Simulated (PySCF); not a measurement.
**Te(OH)2, singlet: molecular constants**

Level of theory: PBE0/[Te def2-TZVP with ECP28, O def2-TZVP, H def2-TZVP], scalar-relativistic core potentials, density fitting, no spin–orbit coupling, PySCF.

The structure is a minimum.

```json
{
 "Point group": "C2",
 "Bond lengths": "O–H 0.962 Å (×2), Te–O 1.949 Å (×2)",
 "Bond angles": "H–O–Te 109.0° (×2), O–Te–O 98.4°",
 "Principal polarisabilities": "34.2, 41.2, 46.8 bohr³",
 "Lowest empty level": "-1.47 eV",
 "Principal quadrupole moments (Buckingham, traceless) about the centre of mass": "-9.41, 1.54, 7.87 D Å",
 "Rotational symmetry number": "2",
 "Highest occupied level": "-6.17 eV",
 "Enthalpy at 298.15 K above 0 K": "13.70 kJ/mol",
 "Rotational constants": "0.3621, 0.2198, 0.1402 cm⁻¹",
 "Dipole moment": "0.64 D",
 "Entropy at 298.15 K and 1 bar": "288.5 J/(mol K)",
 "Zero-point energy": "72.3 kJ/mol",
 "Heat capacity Cp at 298.15 K": "63.6 J/(mol K)",
 "Atomisation energy without zero-point energy": "1444 kJ/mol"
}
```

Harmonic modes (masses in u: Te 129.906, O 15.995, H 1.008):
```json
{"symmetry": "a", "ω (cm⁻¹)": "216", "IR (km/mol)": "0.7", "μ (u)": "6.36"}
{"symmetry": "a", "ω (cm⁻¹)": "436", "IR (km/mol)": "118", "μ (u)": "1.13"}
{"symmetry": "b", "ω (cm⁻¹)": "440", "IR (km/mol)": "103", "μ (u)": "1.11"}
{"symmetry": "b", "ω (cm⁻¹)": "622", "IR (km/mol)": "118", "μ (u)": "13.15"}
{"symmetry": "a", "ω (cm⁻¹)": "644", "IR (km/mol)": "51.6", "μ (u)": "13.42"}
{"symmetry": "b", "ω (cm⁻¹)": "1008", "IR (km/mol)": "59.8", "μ (u)": "1.07"}
{"symmetry": "a", "ω (cm⁻¹)": "1012", "IR (km/mol)": "31.7", "μ (u)": "1.07"}
{"symmetry": "b", "ω (cm⁻¹)": "3853", "IR (km/mol)": "155", "μ (u)": "1.07"}
{"symmetry": "a", "ω (cm⁻¹)": "3855", "IR (km/mol)": "45.5", "μ (u)": "1.07"}
```

In C2 the vibrations span 5a + 4b.

Charges (e):
| atom | Mulliken | Löwdin | polar tensor | Mayer order to Te1 |
| --- | --- | --- | --- | --- |
| Te1 | 0.47 | 0.48 | 0.82 | – |
| O2,3 | -0.57 | -0.38 | -0.67 | 1.01 |
| H4,5 | 0.33 | 0.14 | 0.26 | 0.01 |
Other Mayer orders above 0.3: O–H 0.88 (×2).

Mulliken populations on Te1 (electrons outside its core potential): s 3.91, p 9.31, d 10.22, f 0.08.

This need not be the most stable arrangement of these atoms.

The final relaxation and frequency run took of the order of 2.2 core-minutes on a shared host.
